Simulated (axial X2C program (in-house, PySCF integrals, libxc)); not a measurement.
AlSe⁻: from Re and ωe to a spectrum

A bond curve at the CCSD(T) level, 2c, was computed with an in-house all-electron X2C program for linear molecules (integrals from PySCF) (basis Se dyall-acv3z [9s10p7d5f1g], Al dyall-av3z [9s9p3d2f] (cores contracted in-house)) for the state Ω = 0 (closed shell). Its fit gives Re = 2.2462 Å, ωe = 439.4 cm⁻¹, ωexe = 1.38 cm⁻¹ and αe = 7.564e-04 cm⁻¹; the masses are 79.9165 and 26.9815 u. Two-component means X2C with spin–orbit coupling and atomic mean-field Coulomb and Gaunt terms.

Correlated methods: 10 electrons correlated (number of frozen shells: Se 3 s, 2 p, 1 d; Al 2 s, 1 p), 248 virtual spin orbitals or spinors in MP2, 90 natural virtuals in coupled cluster.

Q: Find the reduced mass, Be and the force constant.

A: From the CCSD(T) values: μ = 20.1713 u. Be = 16.8576/(μ Re²) = 0.1656 cm⁻¹. k = 5.8918×10⁻⁷ μ ωe² = 2.29 mdyn/Å.

Q: A Morse curve ties αe to the other constants (Pekeris). How well does that hold?

A: αe(Morse) = 6Be²/ωe × (√(ωexe/Be) − 1) = 7.067e-04 cm⁻¹; the CCSD(T) curve gives 7.564e-04 cm⁻¹, a ratio of 0.93.

Q: Estimate the centrifugal constant by the Kratzer relation.

A: D = 4Be³/ωe² = 9.42e-08 cm⁻¹.

Q: Where do the fundamental and the first overtone lie?

A: ν(1←0) = ωe − 2ωexe = 436.6 cm⁻¹; ν(2←0) = 2ωe − 6ωexe = 870.5 cm⁻¹.

Q: Give B0, the J = 1←0 line in GHz and the most populated J at 300 K (kT = 208.5 cm⁻¹).

A: B0 = Be − αe/2 = 0.1653 cm⁻¹; 2B0 = 9.909 GHz; J(max) ≈ √(kT/2B0) − 1/2 = 24.6, so J = 25.

The state is a single determinant with fixed occupations, the lowest that a limited PBE0 search found. Coupled cluster ran in a truncated set of natural virtual spinors; the MP2 energy of the rest was added. (T) has no such correction and the atoms are truncated less, which lowers De at CCSD(T) by a hundredth of an eV or more.
